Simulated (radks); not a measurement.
Results of a calculation; reference values are marked as such.
Q: Species: Ca9+. Configuration: [Ne] 3s1 (the NIST ground configuration). Level of theory: scalar-relativistic Kohn-Sham, LB94 model potential, spin-polarised, spherical densities, finite nucleus; open shells are filled with parallel spins first; Fermi nuclear charge, rms radius 3.4776 fm (a radial shooting solver on a logarithmic mesh with Libxc functionals). Some entries of the table are withheld. Estimate them.

orbital  occ.  eigenvalue (eV)  <1/r> (bohr^-1)
1s up       1        -4218.329            19.78
1s down     1        -4217.537            19.78
2s down     1              (1)            4.068
2s up       1              (2)            4.081
2p down     3        -551.1930            4.005
2p up       3        -551.0301            4.015
3s down     0        -218.6300            1.502
3s up       1        -213.8936            1.478

A: 
(1) 2s down eigenvalue (eV): -628.7718
(2) 2s up eigenvalue (eV): -628.5725
